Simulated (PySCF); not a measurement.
SMILES [SiH3][SnH]([SiH3])[SiH3] (PBE0/def2-SVP optimised geometry):

```
14

Sn     1.273     0.110     0.000
Si     2.156     1.309    -2.100
Si    -1.301     0.110     0.000
Si     2.157     1.269     2.122
H      1.828    -1.518    -0.015
H      1.689     2.729    -2.103
H      3.651     1.299    -2.123
H      1.653     0.639    -3.339
H     -1.828    -0.585    -1.215
H     -1.828    -0.585     1.215
H     -1.805     1.518     0.000
H      3.652     1.268     2.139
H      1.680     2.686     2.157
H      1.663     0.569     3.348
```

Method: PBE0/def2-TZVP, def2 effective core potentials past Kr in PySCF 2.14.0.

Q: What are the frontier orbital energies and the dipole moment?

A: HOMO-2 -8.55 eV, HOMO-1 -7.62 eV, HOMO -7.62 eV, LUMO -0.49 eV, LUMO+1 -0.33 eV; dipole moment 0.04 D.
